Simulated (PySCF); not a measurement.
Geometry (Å), atoms numbered from 1 in this order:
```xyz
20

C     2.428    0.322   -1.226
C     2.250    0.497    0.275
P     1.121   -0.757    0.956
O     1.486   -2.176    0.649
C    -0.536   -0.315    0.336
C    -1.231   -1.286   -0.383
C    -2.498   -0.967   -0.872
N    -3.079    0.215   -0.687
C    -2.412    1.137    0.003
C    -1.141    0.927    0.537
H     3.177    1.025   -1.619
H     1.485    0.499   -1.766
H     2.759   -0.701   -1.455
H     3.207    0.365    0.808
H     1.868    1.498    0.539
H     1.044   -0.400    2.337
H    -0.776   -2.267   -0.542
H    -3.070   -1.708   -1.442
H    -2.915    2.101    0.144
H    -0.648    1.724    1.101
```

Geometry: PBE0-D3(BJ)/def2-SVP; GIAO shifts from PySCF, gas phase, non-relativistic, averaged over equivalent atoms.

At PBE0/pcSseg-1 (227 basis functions, 46 s wall time on 1 thread of an Arm Neoverse V1, shared host):
```tsv
atoms	δ (ppm)
C7/C9	155.8
C5	146.4
C6/C10	129.7
C2	27.0
C1	4.6
P3	-12.4
O4	69.4
N8	371.8
H18/H19	8.94
H16	7.77
H17/H20	7.53
H14	2.00
H15	1.37
H11/H12/H13	0.95
```

References, each an isolated molecule treated in the same way: TMS for 13C (σ = 184.41 ppm), 1H (σ = 31.27 ppm); 31P (σ = 310.13 ppm) vs H3PO4; 17O (σ = 334.56 ppm) against H2O; 15N (σ = 265.67 ppm) vs NH3.

Q: Estimate the result of repeating the calculation with wB97X-D/pcSseg-1.

A: 
```
      atoms  δ at wB97X-D/pcSseg-1  change
      C7/C9                  157.1    +1.3
         C5                  148.1    +1.7
     C6/C10                  130.8    +1.1
         C2                   26.8    -0.2
         C1                    4.9    +0.3
         P3                  -14.0    -1.6
         O4                   64.0    -5.4
         N8                  370.8    -1.0
    H18/H19                   8.92   -0.02
        H16                   7.62   -0.15
    H17/H20                   7.56   +0.03
        H14                   1.95   -0.05
        H15                   1.28   -0.09
H11/H12/H13                   0.96   +0.01
```

δ = σ(ref) − σ, references computed at the same level: TMS for 13C (σ = 184.54 ppm) and 1H (σ = 31.38 ppm); H3PO4 for 31P (σ = 307.18 ppm); 17O (σ = 333.19 ppm) against H2O; NH3 for 15N (σ = 263.98 ppm).

The largest change is at O4 (P=O oxygen). Cost: 227 basis functions, 59 s wall time on 1 thread of an Arm Neoverse V1, shared host. The order of the carbon signals is the same at both levels.

Experimental scales use liquid or dissolved standards, which lie at an offset from isolated NH3 (liquid NH3: subtract about 20 ppm) and H2O (liquid H2O: subtract about 36 ppm) and H3PO4. Unscaled 15N shifts of sp2 nitrogen come out 20 to 40 ppm too high even then.
